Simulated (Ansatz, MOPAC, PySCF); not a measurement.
Molecule: CaF, net charge 1, singlet state. SMILES: [F][Ca+]
Structure (B3LYP-D3(BJ)/def2-TZVP (Ansatz, a quantum-chemistry and plane-wave program) minimum search):
```
Ca
F 1 1.8817
```
Charge +1, spin multiplicity 1.

Unscaled harmonic wavenumbers (cm⁻¹) in rising order, each level at the stationary point that it reaches from this structure (no distance between atoms moves by over 0.3 Å); the order of modes can differ between levels, and a negative number is imaginary. B3LYP-D3(BJ)/def2-TZVP (PySCF, at the structure above): 685.

PM6 (MOPAC): 639. Zero-point energy 0.9 against 1.0 kcal/mol; where all levels lie over 400 cm⁻¹, the wavenumbers are on average 0.932 times those of B3LYP-D3(BJ)/def2-TZVP.

HF/3-21G (Ansatz): 622. Zero-point energy 0.9 against 1.0 kcal/mol; where all levels lie over 400 cm⁻¹, the wavenumbers are on average 0.907 times those of B3LYP-D3(BJ)/def2-TZVP.
